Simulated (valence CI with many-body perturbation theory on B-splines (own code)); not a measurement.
# Questions on Pd⁴⁺

Method: valence CI with perturbative core correlation (CI+MBPT): six valence electrons over a frozen Dirac-Fock core [Kr], a basis of 7 s, 7 p, 8 d, 6 f, 4 g, 1 h functions for each j, with the one-electron correlation potential Σ1 (screened to all orders), the two-electron term Σ2, the three-electron term Σ3, Breit, model QED; selected single and double excitations, second order for the rest, scaled by the run's own slope (own B-spline code, finite nucleus).

No measured spectrum was set against this ion. As an estimate, terms of the open shell hold to 2 to 4 % of their energy, and close levels can change places; different configurations can be misplaced against each other by 1,000 to 8,000 cm⁻¹. Among the levels kept, up to 1100 cm⁻¹ of a level comes from second order outside the variational space, and about a tenth of that is noise between levels of different J, which matters for small intervals. Only levels of the ground parity were solved; by the run's estimate the other parity begins above the list, which can be wrong where configurations are misplaced.

Names give the largest LS component (configuration and term), which can be under half, so a name can repeat, a term be missing and a line seem to break the LS rules; names also repeat where a configuration has a term twice.

Rates and lifetimes use the calculated energies. Strong lines usually hold to 10 to 20 %, long lifetimes can be off by a factor of two.

(1) What is the ground level?

(2) How well does LS coupling describe the low levels?

(3) What is the ionisation energy?

(4) How is the term ⁵D of the ground level split?

(5) Name the longest-lived excited levels whose lifetime is computed, and their main decay.

## Answers

(1) 4d⁶ ⁵D_4, composition 96 % 4d⁶ ⁵D + 2 % 4d⁶ ³F, g = 1.494.

(2) Among the lowest 20 levels the leading LS term, summed over configurations, holds 84 % on average. For single configurations the figures are 83 % in LS and 60 % in jj coupling. Terms mix most in the J = 4 level at 18836 cm⁻¹, where the leading one holds 48 %.

(3) 62.416 eV; NIST lists 61 ± 1.9 eV (theoretical).

(4) J = 4 at 0.0, J = 3 at 2045, J = 2 at 3134, J = 1 at 3900, J = 0 at 4274 cm⁻¹.

(5) 4d⁶ ³H_6 at 19082 cm⁻¹ lives 19000 s, mostly by E2 to 4d⁶ ⁵D_4.
